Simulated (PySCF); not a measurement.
C₃H₇ClO₂Si.
Bonds: Cl1–Si2, Si2–O3, O3–C4, C4–C5, C5–C6, C6–O7, Si2–O7. Hydrogens: H8 on Si2; H9, H10 on C4; H11, H12 on C5; H13, H14 on C6.

A GFN2-xTB structure was refined with PBE0-D3(BJ)/def2-SVP geometry optimisation, gas phase (PySCF 2.14.0). Its GFN2-xTB values:

```tsv
coordinate	GFN2-xTB
Cl1–Si2	1.989 Å
Si2–O3	1.625 Å
Si2–H8	1.453 Å
O3–C4	1.407 Å
C4–C5	1.524 Å
C4–H9	1.097 Å
C4–H10	1.095 Å
C5–H11	1.090 Å
C5–H12	1.092 Å
Cl1–Si2–O3	109.0°
Si2–O3–C4	122.6°
O3–Si2–O7	108.3°
O3–C4–C5	112.7°
C4–C5–C6	110.9°
Cl1–Si2–O3–C4	133°
Cl1–Si2–O7–C6	-132°
Si2–O3–C4–C5	20°
C5–C6–O7–Si2	-22°
```

Question: How do these coordinates change at the PBE0-D3(BJ)/def2-SVP level?

Answer: 
```tsv
coordinate	PBE0-D3(BJ)/def2-SVP (Å or °)	change
Cl1–Si2	2.066	+0.077
Si2–O3	1.650	+0.025
Si2–H8	1.471	+0.018
C5–H11	1.102	+0.012
O3–C4	1.418	+0.011
C5–H12	1.103	+0.011
C4–H9	1.107	+0.010
C4–H10	1.101	+0.006
C4–C5	1.523	-0.001
Si2–O3–C4	119.0	-3.6
C4–C5–C6	112.8	+1.9
O3–Si2–O7	107.0	-1.3
O3–C4–C5	111.9	-0.8
Cl1–Si2–O3	109.0	0.0
Cl1–Si2–O3–C4	83	-50
Cl1–Si2–O7–C6	-82	+50
Si2–O3–C4–C5	47	+27
C5–C6–O7–Si2	-49	-27
```

The energy falls by 5.1 kcal/mol over 13 energy and gradient evaluations, the largest force component goes from 0.0204 to 3.8e-04 Eh/bohr, and the atoms move by 0.409 Å rms after alignment. The bond that changes most is Cl1–Si2 (silicon-bound chlorine to chlorine-bound silicon), which lengthens by 0.077 Å. Bonds longer at the end by more than 0.005 Å: 12 of 14; shorter: 0. Among the dihedrals that turn most is H8–Si2–O3–C4, from -105° to -156°. Rotational constants go from 3844, 1310, 1083 to 3071, 1416, 1239 MHz.

The run used 141 basis functions and 87 SCF cycles in all.

No PBE0-D3(BJ)/def2-SVP frequencies stand behind this structure, so it isn't proved a minimum. One conformer, not necessarily the lowest.
